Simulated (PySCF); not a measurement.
Species: SnH2Me(NHMe), C₂H₉NSn.
Bonds: Sn1–C4, Sn1–N8, N8–C9. Hydrogens: H2, H3 on Sn1; H5, H6, H7 on C4; H10 on N8; H11, H12, H13 on C9.

Method: PBE0-D3(BJ)/def2-SVP geometry optimisation, gas phase, def2 core potentials past Kr (PySCF 2.14.0).

Task: Give the optimised bond lengths and angles.

Result: 
```
                  bond  length (Å)
                Sn1–H2       1.717
                Sn1–H3       1.731
                Sn1–C4       2.145
                Sn1–N8       2.046
   C4–H5, C4–H6, C4–H7       1.099
                 N8–C9       1.444
                N8–H10       1.017
C9–H11, C9–H12, C9–H13       1.106
```

Bonds in one row agree within 0.01 Å and their mean is given. A selection of angles:
```
     angle  degrees
 H2–Sn1–H3    109.1
 H2–Sn1–C4    112.8
 H2–Sn1–N8    105.2
 H3–Sn1–C4    110.7
 H3–Sn1–N8    112.8
 C4–Sn1–N8    106.1
 Sn1–C4–H5    110.1
  H5–C4–H6    109.0
 Sn1–N8–C9    120.9
Sn1–N8–H10    112.9
 C9–N8–H10    111.8
 N8–C9–H11    115.8
 N8–C9–H12    110.0
 N8–C9–H13    110.9
H11–C9–H12    106.6
H12–C9–H13    106.1
```

Torsions: C4–Sn1–N8–C9 -178° (antiperiplanar). The mirror-image conformer, all signs reversed, is as good.

N8 (nitrogen bonded to C, Sn and H) is pyramidal (angles 120.9°, 112.9° and 111.8°, sum 345.6°, 0.31 Å off the plane of its three neighbours). The 4 heavy atoms lie in one plane (0.014 Å rms). Sn1 (tin bonded to C, N and 2 H) is distorted tetrahedral (angles from 105.2° to 112.8°).

Whether it is a minimum is left open (no frequencies). One conformer, not necessarily the lowest.
